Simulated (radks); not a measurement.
Removal energies from the hafnium ion Hf8+, [Kr] 4d10 4f11 5s2 5p5, by Delta-SCF beside the eigenvalue of the level emptied. All-electron calculation, scalar-relativistic Kohn-Sham, BLYP, spin-polarised, spherical densities, finite nucleus; Fermi nuclear charge, rms radius of each element as measured or else 0.836 A^(1/3) + 0.57 fm. Program: a radial shooting solver on a logarithmic mesh with Libxc functionals. Open shells are filled with parallel spins first.

removed from	final configuration	Delta-SCF (eV)	-eigenvalue (eV)
5p	[Kr] 4d10 4f11 5s2 5p4	159.56	150.60
4f	[Kr] 4d10 4f10 5s2 5p5	169.37	154.59
5s	[Kr] 4d10 4f11 5s1 5p5	197.60	187.74
4d	[Kr] 4d9 4f11 5s2 5p5	363.28	347.83
